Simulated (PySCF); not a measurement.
Radial density of Ti²⁺ (titanium, charge +2)

BP86, [Ar] 3d2, high-spin 3F determinant. Calculation: PySCF 2.14, in cc-pVDZ (6s5p3d1f, 43 functions); the non-relativistic Hamiltonian (point nucleus).

```tsv
r (bohr)	4πr²ρ (e/bohr)	4πr²(ρα − ρβ)
0.00124	0.1307	0.0000
0.00209	0.3562	0.0000
0.00351	0.9469	0.0000
0.00591	2.411	0.0000
0.00994	5.715	0.0000
0.0167	12.02	0.0000
0.0281	20.72	-0.0001
0.0473	26.01	0.0000
0.0795	21.90	0.0006
0.134	20.59	0.0082
0.225	27.97	0.0672
0.379	15.91	0.3558
0.637	8.249	1.0269
1.07	9.239	1.3476
1.80	2.207	0.6935
3.03	0.1410	0.1120
5.10	0.003049	0.0030
8.57	3.450e-05	0.0000
```
